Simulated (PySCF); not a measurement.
Geometry:
```json
{"atom": "In1", "x (Å)": "-0.018", "y (Å)": "0.008", "z (Å)": "-1.183"}
{"atom": "N2", "x (Å)": "0.020", "y (Å)": "-0.004", "z (Å)": "1.111"}
{"atom": "H3", "x (Å)": "-0.922", "y (Å)": "0.066", "z (Å)": "1.499"}
{"atom": "H4", "x (Å)": "0.565", "y (Å)": "0.780", "z (Å)": "1.473"}
{"atom": "H5", "x (Å)": "0.440", "y (Å)": "-0.864", "z (Å)": "1.464"}
{"atom": "F6", "x (Å)": "1.919", "y (Å)": "0.003", "z (Å)": "-1.456"}
{"atom": "F7", "x (Å)": "-1.007", "y (Å)": "1.674", "z (Å)": "-1.453"}
{"atom": "F8", "x (Å)": "-0.997", "y (Å)": "-1.664", "z (Å)": "-1.456"}
```

Geometry: PBE0-D3(BJ)/def2-SVP; GIAO shifts from PySCF, gas phase, scalar relativity only through the core potential, averaged over equivalent atoms.

At PBE0/pcSseg-1 (def2-TZVP on In) (133 basis functions, 6.8 s wall time on 1 thread of an x86-64 server CPU, shared host):
```json
{"atoms": "N2", "δ (ppm)": "23.6"}
{"atoms": "H3/H4/H5", "δ (ppm)": "1.78"}
{"atoms": "F6/F7/F8", "δ (ppm)": "-215.1"}
```

Chemical shifts δ = σref − σ; ¹⁵N (265.67 ppm) against NH3; TMS for ¹H (31.27 ppm); CFCl3 for ¹⁹F (177.25 ppm), all at this level.

Estimate the result of repeating the calculation with KT2/pcSseg-1 (def2-TZVP on In).

## Answers


```tsv
atoms	δ at KT2/pcSseg-1 (def2-TZVP on In)	change
N2	26.3	+2.7
H3/H4/H5	1.65	-0.13
F6/F7/F8	-212.3	+2.8
```

Chemical shifts δ = σref − σ; ¹⁵N (σref 264.30) vs NH3; TMS for ¹H (σref 31.18); ¹⁹F (σref 138.57) against CFCl3, all at this level.

The largest change is at F6/F7/F8 (fluorine bonded to In). Cost: 133 basis functions, 10 s wall time on 1 thread of an x86-64 server CPU, shared host.

In is described by an effective core potential, so it has no shielding of its own here; spin–orbit effects on the atoms bonded to it, which can be large, are absent, and the values of these neighbours are rough. Unscaled 19F shifts against computed CFCl3 carry errors that often reach 10 to 50 ppm. Experimental scales use liquid or dissolved standards, which lie at an offset from isolated NH3 (liquid NH3: subtract about 20 ppm).
